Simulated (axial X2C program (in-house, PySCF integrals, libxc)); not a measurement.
## Cu: configurations by level of theory

Computed with an axial X2C code built on PySCF integrals, basis dyall-cv3z (cores contracted in-house), spin-free (one-electron X2C) and two-component (2c, atomic mean-field Coulomb and Gaunt terms). Energies in eV from the lowest row of each column (rows without correlated energies are left out; n/a marks j-coupled starts, which PBE0 does not hold); electrons by l are Mulliken totals of the Hartree–Fock solution, and PBE0 can relax to another configuration under the same block occupation. Coupled cluster uses truncated natural virtuals with an MP2 remainder. Frozen shells in the correlated columns: 3 s, 2 p.

The low spin-free determinants:

```
electrons by l  M_S, M_L    HF   MP2  CCSD(T)  PBE0
    s7 p12 d10    1/2, 0  0.15  0.00     0.00  0.00
     s8 p12 d9    1/2, 1  0.00  2.21     1.15  1.41
```

And the two-component ones:

```csv
electrons by l,2M_J,HF,MP2,CCSD(T),PBE0
s7 p12 d10,1,0.24,0.00,0.00,0.00
s8 p12 d9,3,0.01,2.13,1.06,1.35
s8 p12 d9,5,0.00,2.13,1.08,1.49
```

Ground level as tabulated from the NIST Atomic Spectra Database (leading term): 2S+1 = 2, L = 0, J = 1/2.

Single determinants need not be terms or J levels, so several rows can belong to one term; PBE0 has no current term and treats spin collinearly, and Hartree–Fock breaks spherical symmetry, which spreads rows that should be degenerate. The search is wide but not exhaustive and can miss a configuration; gaps between s and d configurations can be off by some tenths of an eV with this basis and core.

The run took 110 s on 1 thread of Intel(R) Xeon(R) Processor @ 2.30GHz, on a shared host.
